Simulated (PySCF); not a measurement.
C₂H₆Ge, SMILES C=[CH][GeH3].

The structure is a stationary point at r2SCAN-D4/def2-SVP.

All values below come from r2SCAN-D4/def2-SVP run with PySCF.

Frequencies are harmonic and unscaled.

Computed vibrational spectrum:
```tsv
mode	ν (cm⁻¹)	IR (km/mol)	Raman (Å⁴/amu)	depolarisation	moving atoms (share of kinetic energy)
1	124	0.0	2.6	0.75	H 79 %, C 21 %
2	259	1.1	2.0	0.34	C 53 %, H 37 %, Ge 9 %
3	411	0.3	14.0	0.75	H 91 %, C 9 %
4	533	20.0	5.8	0.37	H 51 %, C 34 %, Ge 14 %
5	641	31.5	5.1	0.39	H 53 %, C 38 %, Ge 9 %
6	656	73.3	0.0	–	H 73 %, C 23 %
7	836	159.5	18.8	0.63	H 97 %
8	884	25.8	26.4	0.75	H 99 %
9	897	32.3	35.2	0.72	H 99 %
10	962	33.1	0.3	0.75	H 72 %, C 28 %
11	1007	5.1	7.0	0.69	H 83 %, C 16 %
12	1036	11.7	0.2	0.75	H 93 %
13	1267	2.8	11.1	0.23	H 74 %, C 26 %
14	1410	9.0	19.6	0.49	H 84 %, C 16 %
15	1662	0.9	10.6	0.07	C 85 %, H 14 %
16	2142	130.6	119.3	0.75	H 98 %
17	2143	88.0	277.0	0.03	H 100 %
18	2157	115.2	83.3	0.65	H 98 %
19	3112	14.7	102.5	0.19	H 95 %
20	3137	5.3	157.1	0.27	H 92 %, C 8 %
21	3209	8.2	102.8	0.63	H 89 %, C 11 %
```
